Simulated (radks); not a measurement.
The numbers below are computed, except where a source is named.
Task: Coherent X-ray form factor from a spherical all-electron density. Level of theory: non-relativistic Kohn-Sham, PBE, spin-polarised, spherical densities, point nucleus (a radial shooting solver on a logarithmic mesh with Libxc functionals).

| sin(theta)/lambda (1/angstrom) | f0 (electrons) |
|---|---|
| 0.05 | 55.797 |
| 0.1 | 55.196 |
| 0.15 | 54.219 |
| 0.2 | 52.901 |
| 0.25 | 51.286 |
| 0.3 | 49.428 |
| 0.4 | 45.205 |
| 0.5 | 40.676 |
| 0.6 | 36.220 |
| 0.8 | 28.503 |
| 1 | 22.958 |
| 1.25 | 18.657 |
| 1.5 | 16.084 |
| 2 | 12.563 |

The species is in the configuration that NIST lists as its ground one. Which atom or ion scatters so?

Result: The ytterbium ion Yb14+, [Kr] 4d10 4f10. Extrapolating in s^2 from the first two rows gives f0(0) = 56.0, near the electron count 56; among species with that count, the fall with angle is slower the higher Z, and the table is that of Z = 70; from so few rows the species is fixed only to a neighbour or two.
